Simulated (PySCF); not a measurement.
Stretching KMg

Set-up: K pcseg-1, Mg pcseg-1; no relativity (PySCF 2.14). Energies in eV from K + Mg in their ground configurations at the same level. State: ²Σ⁺ (doublet), unpaired electrons σ ↑.

```
R (Å)      PBE    B97-3
3.400  -0.0822  -0.0173
3.558  -0.1291  -0.0683
3.716  -0.1525  -0.0947
3.834  -0.1593  -0.1033
3.953  -0.1595  -0.1051
4.072  -0.1550  -0.1022
4.230  -0.1443  -0.0936
4.427  -0.1268  -0.0789
4.665  -0.1041  -0.0597
4.981  -0.0763  -0.0365
```

Put a parabola through the three lowest points of the PBE curve and estimate Re, k and ωe (reduced mass 14.85 u; 1 eV/Å² = 0.16022 mdyn/Å; ωe = 1302.8·√(k/μ) cm⁻¹).

Through R = 3.834, 3.953, 4.072 Å the second-order coefficient is 0.166 eV/Å², so Re ≈ 3.899 Å, k ≈ 0.0532 mdyn/Å and ωe ≈ 78 cm⁻¹. A polynomial fit of higher order to the unrounded PBE energies gives Re = 3.896 Å, k = 0.0624 mdyn/Å, ωe = 84.5 cm⁻¹; anharmonicity and rounding make the difference.

The higher-order fit for each curve: PBE: Re = 3.896 Å, ωe = 84.5 cm⁻¹, De = 0.160 eV; B97-3: Re = 3.933 Å, ωe = 80.7 cm⁻¹, De = 0.105 eV.

The bond is weak. Basis-set superposition, not corrected here, can be much of De in a small basis, most of all at correlated wavefunction levels. Functionals without a dispersion term scatter widely for such bonds, and LDA overbinds them. The state is the lowest determinant that a PBE0 search found; another state may lie lower at other levels.
